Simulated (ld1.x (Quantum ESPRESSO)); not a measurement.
## Building the TM potential for carbon (BLYP, scalar-relativistic).

C, norm-conserving Troullier–Martins (Kleinman–Bylander form), made with ld1.x (Quantum ESPRESSO) 7.5 (BLYP, scalar-relativistic). Core [He], reference 2s1.75 2p2.25. Waves: 2s (bound): rc 1.00 bohr; 2p (bound): rc 1.40 bohr. Local part: all-electron potential smoothed inside 0.75 bohr (lloc = -1). Core correction: Bessel-smoothed model core inside 0.88 bohr.

- Cutoffs needed: 50 Ry and 90 Ry (the cutoffs (Ry, on a coarse ladder) from which the occupation-weighted sum of valence levels, in a spherical-Bessel basis at the reference potential, stays within 10 and 1 mRy of its value at 400 Ry)
- Ghost test: no extra level below or beside the all-electron valence levels (s, p, d, f tested) (spherical-Bessel basis up to 400 Ry, 20 bohr box)
- Largest excitation error: +125 meV (all-electron minus pseudo) for 2s2 2p0, out of 7 test configurations
